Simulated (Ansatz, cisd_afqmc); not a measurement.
System: SnH$_{2}$Br, charge 0, doublet. SnH2Br (SMILES [Br][SnH2], doublet).
B3LYP-D3(BJ)/def2-TZVP minimum from Ansatz (a first-principles code):
```
Sn
H 1 1.7337
H 1 1.7337 2 110.54
Br 1 2.5230 2 105.11 3 112.93
```
Charge 0, spin multiplicity 2.

Atomisation energy term by term, kcal/mol (programs: Ansatz, cisd_afqmc). Open shells are spin-unrestricted; no spin-orbit coupling. Cores are frozen in correlated methods (noble-gas shells, and filled d and f shells in the p block). Past Kr the def2 sets carry scalar-relativistic core potentials. AFQMC/CISD: phaseless, guided by CISD from CCSD amplitudes; bars are statistical, one sigma. Outlying blocks are dropped, and bars are widened where a walk drifts. Over all cases where full CI ran beside it in this data, AFQMC minus full CI had a median of +0.1 mEh and passed +0.4 mEh in a tenth of the cases. CBS(X,Y): correlation extrapolated as X^-3, Hartree-Fock from the larger set. A bracket is a step between two methods taken in the basis named. Where a partner has so few electrons that a lower coupled-cluster level is exact, that level stands in. Spin-orbit terms, left out, reach several kcal/mol for Br and I, and more for heavier atoms.

| term | basis | kcal/mol |
|---|---|---|
| Hartree-Fock | def2-QZVPP | 133.73 |
| CCSD correlation | CBS(def2-TZVPP,def2-QZVPP) | 52.16 |
| (T) | CBS(def2-TZVPP,def2-QZVPP) | 3.25 |
| CCSDT(Q) - CCSD(T) | def2-TZVPP | 0.23 |
| sum: De |  | 189.4 |

The step beyond CCSD(T) by other levels: AFQMC/CISD in def2-SVP 0.32 ± 0.14; CCSDT(Q) in def2-SVP 0.40 kcal/mol.
